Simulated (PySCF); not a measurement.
# TDDFT excited states: C4H10AsB

C4H10AsB.
InChI=1S/C4H10AsB/c5-6-4-2-1-3-4/h4,6H,1-3,5H2

Method used: PySCF 2.14.0, density-fitted response routines, TDDFT CAM-B3LYP/def2-SVPD, vertical, gas phase, core orbitals frozen in the response. One conformer (not necessarily the lowest) at the PBE0-D3(BJ)/def2-SVP geometry, without solvent, vibrations or thermal averaging. Relativistic effects, spin–orbit coupling among them, are left out although an element past zinc is present. Torsions of this conformer, `[AsH2:1][BH:2][CH:3]1[CH2:4][CH2:5][CH2:6]1`: As1–B2–C3–C4 -19°, H–As1–B2–C3 -139°, H–As1–B2–C3 -41°.

```
state  E (eV)  E (hartree)       f  main configurations (H = HOMO, L = LUMO)
   S1    4.58       0.1682   0.049                                 H→L (88%)
   S2    5.70       0.2093  0.0005                  H-1→L (53%), H-2→L (35%)
   S3    6.07       0.2229   0.063                  H-2→L (47%), H-1→L (32%)
   S4    6.37       0.2341   0.038     H→L+1 (60%), H→L+3 (13%), H→L+4 (12%)
   S5    6.51       0.2391   0.100                  H→L+2 (58%), H→L+1 (22%)
   S6    6.87       0.2524   0.029                  H-3→L (79%), H-4→L (12%)
   S7    7.01       0.2575   0.019                  H-4→L (65%), H-3→L (14%)
   S8    7.40       0.2719   0.182                  H→L+3 (50%), H→L+6 (22%)
   S9    7.54       0.2772   0.030     H→L+4 (23%), H→L+6 (19%), H→L+3 (10%)
  S10    7.76       0.2854   0.012                               H-5→L (77%)
```

Triplets, Tamm–Dancoff:

```csv
state,E (eV),λ (nm),"main configurations (H = HOMO, L = LUMO)"
T1,3.78,328.0,H→L (93%)
T2,5.22,237.7,"H-1→L (61%), H-2→L (22%)"
T3,5.43,228.4,"H-2→L (50%), H-1→L (22%), H-4→L (16%)"
T4,5.68,218.5,"H→L+2 (42%), H→L+3 (18%), H→L+4 (17%)"
```

The lowest singlet lies at 4.58 eV (271 nm, ultraviolet) and is of moderate strength; its leading configuration is HOMO→LUMO (88%). The most intense listed level is S8 at 7.40 eV (168 nm, f = 0.182), 2.82 eV above S1. Löwdin shares by element: HOMO arsenic 58%, boron 18%, hydrogen 11% or more; LUMO boron 44%, arsenic 18%, carbon 11% or more, hydrogen 8% or more (atoms not listed hold the other 19%). Of the 10 states listed, 9 reach f = 0.01 and none stays under 0.0005. Weighted by f, the mean energy of these states is 6.70 eV. The listed states span 3.19 eV, and the widest gap between neighbours is 1.12 eV (S1 to S2). All these states lie below the vertical ionisation energy of 9.15 eV (ΔSCF). The window holds the lowest 10 singlets.
